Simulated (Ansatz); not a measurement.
GaHBr2, SMILES [GaH]([Br])[Br].

Coordinates come from a ωB97X-D3(BJ)/def2-SVP optimisation. The structure was generated by enumeration; whether it is a known compound was not checked.

Two levels are set side by side: PBE/def2-SVPD (Ansatz, a quantum-chemistry and plane-wave program) and CAM-B3LYP/def2-SVPD (Ansatz). Energy differences of separate SCF runs at the same geometry; the states with an electron removed or added have multiplicity 2 and 2. Differences are taken from unrounded values.

```json
[
 {"quantity": "vertical ionisation energy (eV)", "PBE": "10.24"},
 {"quantity": "vertical singlet–triplet gap (eV)", "PBE": "4.83"}
]
```

These are the PBE values. What does CAM-B3LYP give? (An estimate is asked for; the answer gives what the named calculation found.)


| quantity | CAM-B3LYP | PBE minus CAM-B3LYP |
|---|---|---|
| vertical ionisation energy (eV) | 10.83 | -0.59 |
| vertical singlet–triplet gap (eV) | 5.54 | -0.71 |
